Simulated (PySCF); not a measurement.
Compound: C7H9NO.
Atom-mapped SMILES: `[CH3:1][O:2][CH2:3][c:4]1[cH:5][cH:6][n:7][cH:8][cH:9]1`

NICS = −σ at a ghost point: NICS(0) at the centroid of the ring atoms, NICS(1) 1 Å to either side along the normal of their mean plane, zz for the tensor component along that normal. Level: GIAO PBE0/pcSseg-1 (PySCF, non-relativistic, gas phase) on the GFN2-xTB geometry, one conformer.

Ring bond lengths (Å), with Mayer bond orders in brackets: C4–C5 1.388 (1.41), C5–C6 1.387 (1.38), C6–N7 1.321 (1.49), N7–C8 1.322 (1.48), C8–C9 1.384 (1.41), C9–C4 1.392 (1.38).

Question: What do the NICS probes read (ppm)?

Answer: 
| ring | type | NICS(0) | NICS(1), two faces | NICS(1)zz, two faces | rms pucker (Å) | centre to ring atoms, mean (Å) |
| --- | --- | --- | --- | --- | --- | --- |
| C4–C5–C6–N7–C8–C9 | 6-membered ring with N; formal bonds all aromatic | -7.3 | -11.2 / -11.2 | -28.2 / -28.2 | 0.00 | 1.37 |

Question: What can be read from them?

Answer: 
- C4–C5–C6–N7–C8–C9: mean NICS(1)zz -28.2 ppm, shielded, aromatic by this magnetic criterion (flat ring, no four-coordinate atom).

Question: And the bond-length index? HOMA = 1 − mean of α(R − Ropt)² over the ring bonds, with Krygowski's 1993 parameters (CC: Ropt 1.388 Å, α 257.7 Å⁻²; CN: Ropt 1.334 Å, α 93.52 Å⁻²).

Answer: 
- C4–C5–C6–N7–C8–C9: HOMA 0.99; the largest term is that of C6–N7, α(R − Ropt)² = 0.01. The geometric and the magnetic index point the same way.

The values belong to the conformer `[CH3:1][O:2][CH2:3][c:4]1[cH:5][cH:6][n:7][cH:8][cH:9]1`: C1–O2–C3–C4 -179°, O2–C3–C4–C5 0°.
